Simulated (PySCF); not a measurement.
Worked example: oscillator strength and radiative lifetime

C₃H₅N₃, SMILES c1[nH]c([nH]c1)=N.

Geometry: B3LYP-D3(BJ)/def2-SVP.

TDDFT-PBE/def2-SVPD (PySCF) puts the first singlet state with f over 0.02 at 4.72 eV (vertical), with the transition dipole (0.570, -0.050, 0.000) in atomic units.

**Question.** Find the oscillator strength, the wavelength and the radiative lifetime that this transition would have in vacuum if emission retraced absorption.

**Answer.** 
|μ|² = 0.3274 au, so |μ| = 1.45 D. ΔE = 4.72/27.211 = 0.1735 hartree. f = (2/3) ΔE |μ|² = 0.038 (the program prints 0.038).
λ = 1239.84/4.72 = 263 nm; ν = 38069 cm⁻¹.
Einstein's coefficient A = 0.6670 ν² f s⁻¹ (ν in cm⁻¹) = 3.7e7 s⁻¹, so τ = 1/A = 27 ns. This state is S2; the lower singlet has f = 0.002. The figure is the radiative limit of this one transition; relaxation, internal conversion, crossing to triplets and a medium change what is measured.
